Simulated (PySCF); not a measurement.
**Bonding in `O=CCC(=O)C#C[Si@H]([SiH3])P`**

Species: C5H9O2PSi2.
SMILES with atom numbers: `[O:1]=[CH:2][CH2:3][C:4](=[O:5])[C:6]#[C:7][Si@H:8]([SiH3:9])[PH2:10]` (hydrogens: H11 on C2; H12, H13 on C3; H14 on Si8; H15, H16, H17 on Si9; H18, H19 on P10)

Structure used (GFN2-xTB), in Å, numbered top down from 1:
```xyz
19
C5H9O2PSi2 angstrom
O      3.6069    0.9694    1.5781
C      3.6771    0.8445    0.3904
C      3.0945   -0.3058   -0.3893
C      1.8686    0.2463   -1.1217
O      1.9379    0.7818   -2.1997
C      0.6633    0.0922   -0.3707
C     -0.3526   -0.0316    0.2786
Si    -1.9729   -0.1146    1.1865
Si    -3.2651   -1.8297    0.2784
P     -2.9752    1.8985    1.0117
H      4.1646    1.6022   -0.2499
H      2.8068   -1.1112    0.2859
H      3.8176   -0.6392   -1.1340
H     -1.5767   -0.2337    2.5993
H     -2.9597   -3.0906    0.9543
H     -4.6931   -1.5572    0.4490
H     -3.0092   -2.0112   -1.1514
H     -1.7998    2.6256    0.9981
H     -3.0428    1.8736   -0.3707
```

Bond orders from the PBE0/pcSseg-1 density (PySCF). One conformer (not necessarily the lowest) at the GFN2-xTB geometry, without solvent, vibrations or thermal averaging.

(1) Where do the orders between heavy atoms depart from those drawn in the SMILES?

(2) Give the Mayer order of every bond between heavy atoms, beside its length.

Answers

(1) The largest departure is 0.562, at C6–C7 (drawn triple, 2.438). Drawn single, order below 0.88: Si8–Si9 (0.879). Drawn double or triple, more than 0.30 short of the drawn order: C6–C7 (2.438).

(2) 
```
   bond  drawn as  length (Å)  Mayer order
  O1–C2    double       1.196        2.039
  C2–C3    single       1.507        0.961
  C3–C4    single       1.531        0.995
  C4–O5    double       1.206        1.969
  C4–C6    single       1.428        0.931
  C6–C7    triple       1.212        2.438
 C7–Si8    single       1.859        0.884
Si8–Si9    single       2.332        0.879
Si8–P10    single       2.256        1.005
```

By pair of heavy elements: C–O: lowest C4–O5 (1.969, 1.206 Å), highest O1–C2 (2.039, 1.196 Å). C–C: lowest C4–C6 (0.931, 1.428 Å), highest C6–C7 (2.438, 1.212 Å); in 3 of the 6 pairs the longer bond (by over 0.003 Å) has the higher order (by 0.02 or more).

**Question.** And the bonds to hydrogen?

**Answer.** C–H: 0.93 (3 bonds); H–Si: 0.93 to 0.94 (4 bonds); H–P: 0.92 to 0.93 (2 bonds).

**Question.** Sum the orders of all bonds at each heavy atom with more than one neighbour and set the sums beside the valence in the SMILES.

**Answer.** C2 3.928 (drawn 4), C3 3.817 (drawn 4), C4 3.895 (drawn 4), C6 3.369 (drawn 4), C7 3.322 (drawn 4), Si8 3.702 (drawn 4), Si9 3.678 (drawn 4), P10 2.862 (drawn 3). Orders between atoms that aren't bonded are not in these sums.

For a closed shell the Mayer order of atoms A and B is Σ (PS)μν (PS)νμ over the basis functions μ on A and ν on B, with P the density and S the overlap matrix.
